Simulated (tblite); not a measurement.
C5H12Si.
Numbering: `[CH3:1][CH2:2][C@@H:3]1[CH2:4][CH2:5][SiH2:6]1` (hydrogens: H7, H8, H9 on C1; H10, H11 on C2; H12 on C3; H13, H14 on C4; H15, H16 on C5; H17, H18 on Si6)

Geometry (GFN2-xTB, Å), atoms numbered from 1 in this order:
```xyz
18
C5H12Si angstrom
C      2.402    0.089    0.331
C      1.228   -0.759   -0.149
C      0.014    0.086   -0.512
C     -0.666    0.817    0.668
C     -2.146    0.543    0.332
Si    -1.644   -0.771   -0.961
H      2.123    0.662    1.212
H      3.253   -0.539    0.586
H      2.709    0.786   -0.446
H      1.536   -1.338   -1.024
H      0.954   -1.471    0.634
H      0.320    0.810   -1.273
H     -0.421    1.878    0.732
H     -0.393    0.350    1.613
H     -2.740    0.229    1.187
H     -2.632    1.417   -0.096
H     -2.144   -0.621   -2.327
H     -1.763   -2.161   -0.517
```

Computed values, GFN2-xTB/tblite, gas phase, harmonic and unscaled. This tight-binding method is rough: wavenumbers can miss measured ones by several per cent, in bad cases by 10 to 20. Modes of hydrogen on silicon can be 10 to 20 % off. One conformer, not necessarily the lowest.

Harmonic wavenumbers (cm⁻¹): 80.6, 104.6, 179.3, 218.3, 320.2, 379.8, 435.0, 468.3, 520.1, 618.1, 697.1, 726.6, 756.3, 788.8, 811.8, 889.5, 944.9, 994.4, 1023.6, 1032.1, 1064.5, 1132.0, 1146.6, 1176.2, 1209.4, 1224.7, 1254.8, 1281.1, 1305.3, 1350.9, 1413.1, 1474.9, 1494.4, 1501.7, 1506.9, 1508.7, 2253.7, 2264.6, 2935.5, 2953.3, 2970.0, 2977.8, 2995.3, 3002.2, 3012.1, 3022.2, 3026.7, 3038.3.

A = 5372, B = 1803, C = 1466 MHz; mass 100.071 u (most abundant isotopes); point group C1, symmetry number 1.

Problem. Zero-point energy?

Solution. ½Σν̃ = 33743 cm⁻¹ = 403.66 kJ/mol.

Problem. What is S at 350 K and 1 bar for an ideal gas of classical rigid rotors and harmonic oscillators?

Solution. Translation 169.63, rotation 117.13, vibration 96.19: S = 383.0 J/(mol K).

Problem. And Cp and H(350 K) − H(0)?

Solution. Cp = 153.95 J/(mol K), of which vibrations give 120.69 (their classical limit is 48 R = 399.1); H(350 K) − H(0) = 30.76 kJ/mol without the zero-point energy, 19.12 from vibrations.

Problem. Which modes carry the vibrational entropy at 350 K?

Solution. 80.6 cm⁻¹: 17.54; 104.6 cm⁻¹: 15.40; 179.3 cm⁻¹: 11.04; 218.3 cm⁻¹: 9.49; 320.2 cm⁻¹: 6.60; 379.8 cm⁻¹: 5.41 J/(mol K); the other 42 give 30.72 together.

Problem. How do the functions run with temperature in this model?

Solution. 
```csv
T (K),S (J/(mol K)),Cp (J/(mol K)),H − H(0) (kJ/mol),G − H(0) (kJ/mol),ln q(vib)
50,227.2,44.8,1.85,-9.51,0.16
100,263.2,60.8,4.50,-21.82,0.77
298.15,360.0,133.0,23.32,-84.01,4.04
373.15,393.1,163.1,34.43,-112.26,5.44
500,447.3,208.1,58.06,-165.59,7.92
750,544.8,272.6,118.73,-289.88,12.95
1000,629.5,315.6,192.61,-436.92,17.86
```

q(vib) and H(0) count from the zero-point level.

Hindered rotation and anharmonicity are outside this model. Other conformers, if any are populated, would add a mixing term that is left out. The structure is chiral; the term R ln 2 for an equal mix with its mirror image is left out.

Hardware: Arm Neoverse N1, one thread, shared host with 64 logical CPUs at a one-minute load of 53. Cost: 0.88 s of wall time. This covers the Hessian and the dipole derivatives.
